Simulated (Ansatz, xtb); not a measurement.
## Relative energy of two isomers of C2H7GeNSi

Structure X is `C[Si@@H]([GeH3])C#N`, a singlet and structure Y is `[CH3][Ge@@H]([SiH3])[C]#N`, a singlet. Both are isolated molecules in the gas phase, relaxed with B3LYP-D3(BJ)/def2-SVP.

X (Å):

```xyz
12

C    -0.1151    3.0245   -2.7252
C    -1.0883    2.3962    0.0829
Ge    1.1274    0.0764   -1.1375
N    -1.3330    2.8618    1.1187
Si   -0.6334    1.6402   -1.5628
H     0.7606    3.5580   -2.3250
H     0.1499    2.6122   -3.7117
H    -0.9342    3.7480   -2.8579
H    -1.8576    0.9453   -2.0487
H     0.6750   -0.9982   -0.1312
H     1.5342   -0.6126   -2.4578
H     2.3543    0.8190   -0.5712
```

Y (Å):

```yaml
atoms:
  - { symbol: C, position_ang: [-0.1195, 2.9698, -2.8737] }
  - { symbol: C, position_ang: [-1.6525, 2.0955, -0.2824] }
  - { symbol: Ge, position_ang: [-0.5615, 1.4237, -1.7471] }
  - { symbol: N, position_ang: [-2.2649, 2.5074, 0.6144] }
  - { symbol: Si, position_ang: [1.3421, 0.3825, -0.7335] }
  - { symbol: H, position_ang: [0.4850, 2.6438, -3.7329] }
  - { symbol: H, position_ang: [-1.0420, 3.4419, -3.2411] }
  - { symbol: H, position_ang: [0.4526, 3.7057, -2.2910] }
  - { symbol: H, position_ang: [-1.4642, 0.4241, -2.4975] }
  - { symbol: H, position_ang: [0.9013, -0.7184, 0.1675] }
  - { symbol: H, position_ang: [2.2195, -0.1671, -1.8079] }
  - { symbol: H, position_ang: [2.0937, 1.4088, 0.0430] }
```

Problem. Which of the two would you expect CCSD(T)/def2-SVP + ΔMP2/def2-TZVPP electronic energies to favour?

Solution. Structure X; the calculation gives E(Y) − E(X) = +17.8 kJ/mol.

The same difference at several levels:

```json
{"level": "GFN2-xTB", "geometry": "GFN2-xTB", "E(Y) − E(X) (kJ/mol)": "−26.6", "departure from the last row (kJ/mol)": "−44.4", "job, with rough time for the two": "optimisation, 0.14 s"}
{"level": "HF/STO-3G", "geometry": "GFN2-xTB", "E(Y) − E(X) (kJ/mol)": "+17.4", "departure from the last row (kJ/mol)": "−0.4", "job, with rough time for the two": "single point, 0.4 s"}
{"level": "r2SCAN-D4/def2-SVP", "geometry": "GFN2-xTB", "E(Y) − E(X) (kJ/mol)": "+25.1", "departure from the last row (kJ/mol)": "+7.4", "job, with rough time for the two": "single point, 2.7 s"}
{"level": "B3LYP-D3(BJ)/def2-SVP", "geometry": "B3LYP-D3(BJ)/def2-SVP", "E(Y) − E(X) (kJ/mol)": "+25.8", "departure from the last row (kJ/mol)": "+8.0", "job, with rough time for the two": "optimisation, 35 s"}
{"level": "HF/def2-SVP", "geometry": "B3LYP-D3(BJ)/def2-SVP", "E(Y) − E(X) (kJ/mol)": "+21.7", "departure from the last row (kJ/mol)": "+4.0", "job, with rough time for the two": "part of the CCSD(T) run"}
{"level": "MP2/def2-SVP", "geometry": "B3LYP-D3(BJ)/def2-SVP", "E(Y) − E(X) (kJ/mol)": "+22.5", "departure from the last row (kJ/mol)": "+4.8", "job, with rough time for the two": "part of the CCSD(T) run"}
{"level": "CCSD(T)/def2-SVP", "geometry": "B3LYP-D3(BJ)/def2-SVP", "E(Y) − E(X) (kJ/mol)": "+22.0", "departure from the last row (kJ/mol)": "+4.2", "job, with rough time for the two": "single point"}
{"level": "CCSD(T)/def2-SVP + ΔMP2/def2-TZVPP", "geometry": "B3LYP-D3(BJ)/def2-SVP", "E(Y) − E(X) (kJ/mol)": "+17.8", "departure from the last row (kJ/mol)": "", "job, with rough time for the two": "single point, 32 s"}
```

As drawn, Y has 2 C–Ge, 2 Si–H in place of 2 C–Si, 2 Ge–H.

GFN2-xTB puts the two in the other order. The largest departure from CCSD(T)/def2-SVP + ΔMP2/def2-TZVPP is that of GFN2-xTB, 44.4 kJ/mol. A small imaginary or near-zero mode remains, so no thermal terms are given. The last row adds to CCSD(T) the change of the MP2 difference between the two basis sets, here −4.2 kJ/mol.

The correlated steps freeze 17 core orbitals; the filled d shell of Ge is correlated, in a basis made for valence electrons. Run with Ansatz 0.2.0, xtb 6.7.1; the last row on 2 threads of Intel(R) Xeon(R) 6975P-C (Granite Rapids) on a shared host.
